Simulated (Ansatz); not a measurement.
SrO2⁻ was relaxed with PBE0-D4 (def2-TZVPD) in Ansatz in these states: charge -1 doublet, charge -1 quartet. The geometries follow in no particular order.

In the def2 sets Sr takes a core potential; there is no spin–orbit coupling.

A:

Cartesian coordinates in Å:
```
Sr -0.3772 1.4688 0.1309
O 0.7840 -0.5619 -0.2850
O -0.4069 -0.9069 0.1541
```

B:

Cartesian coordinates in Å:
```
Sr 0.695 -0.840 0.799
O 0.170 0.943 -0.300
O -0.864 -0.103 -0.500
```

Task: Judge from the bond lengths which geometry belongs to which state (an estimate).

Result: A is the charge -1 quartet (Sr1–O3 2.376 Å, Sr1–O2 2.376 Å, O2–O3 1.315 Å); B is the charge -1 doublet (Sr1–O3 2.159 Å, Sr1–O2 2.159 Å, O2–O3 1.484 Å).

At PBE0-D4/def2-TZVPD the highest occupied level of the charge -1 quartet lies above zero (up to 1.03 eV). It is a level of α spin, whose loss leaves a triplet; that state wasn't run at this geometry and level. The electron is either unbound and held by the finite basis, or the level is raised by self-interaction error. At PBE0-D4/def2-TZVPD the highest occupied level of the charge -1 doublet lies above zero (up to 0.28 eV). By energy differences its removal costs 0.97 eV (vertical, to the charge 0 singlet, at PBE0-D4/def2-TZVPD); a positive level beside a positive removal energy at the same level points to self-interaction error. At PBE0-D4/def2-TZVPD a doublet lies 0.95 eV below the charge -1 quartet. These are the stationary points nearest to one start from a short search; other shapes may lie lower in each state.
